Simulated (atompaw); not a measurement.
An all-electron radial function and its pseudo partner (samarium (Sm))

Columns: radius, all-electron u(r) and pseudo u(r) of the 5p shell (level -26.09 eV) of samarium in the configuration [Kr] 4d10 4f5 5s2 5p6 5d1 6s2 6p0; LDA (PW92), scalar-relativistic, PAW (atompaw) scheme, atompaw 4.2.0.5.

| r (bohr) | all-electron | pseudo |
| --- | --- | --- |
| 0.100 | 0.0103 | 0.0093 |
| 0.200 | 0.3038 | 0.0368 |
| 0.300 | -0.0425 | 0.0811 |
| 0.400 | -0.3862 | 0.1401 |
| 0.500 | -0.4679 | 0.2108 |
| 0.600 | -0.3314 | 0.2899 |
| 0.700 | -0.0869 | 0.3736 |
| 0.800 | 0.1801 | 0.4581 |
| 0.900 | 0.4208 | 0.5394 |
| 1.000 | 0.6138 | 0.6141 |
| 1.100 | 0.7542 | 0.6791 |
| 1.200 | 0.8456 | 0.7319 |
| 1.300 | 0.8953 | 0.7708 |
| 1.400 | 0.9115 | 0.7948 |
| 1.500 | 0.9020 | 0.8037 |
| 1.600 | 0.8740 | 0.7982 |
| 1.700 | 0.8330 | 0.7794 |
| 1.800 | 0.7838 | 0.7493 |
| 1.900 | 0.7299 | 0.7101 |
| 2.000 | 0.6740 | 0.6643 |
| 2.100 | 0.6180 | 0.6144 |
| 2.200 | 0.5634 | 0.5627 |
| 2.300 | 0.5111 | 0.5114 |
| 2.400 | 0.4618 | 0.4621 |
| 2.500 | 0.4158 | 0.4158 |
| 2.600 | 0.3732 | 0.3732 |

How many radial nodes do the two functions have?

The all-electron 5p function has n − l − 1 = 3 (the table is too coarse to show those close to the nucleus); the pseudo-wave has 0, since the states of the same l below it are removed with the core.

Where does each function peak?

Outermost all-electron maximum near 1.40 bohr, pseudo maximum near 1.50 bohr (to the table’s step).

Is the pseudo-wave norm-conserving?

No, it belongs to a PAW set: the norm inside the radius is not constrained, and the difference is carried by the augmentation charge.
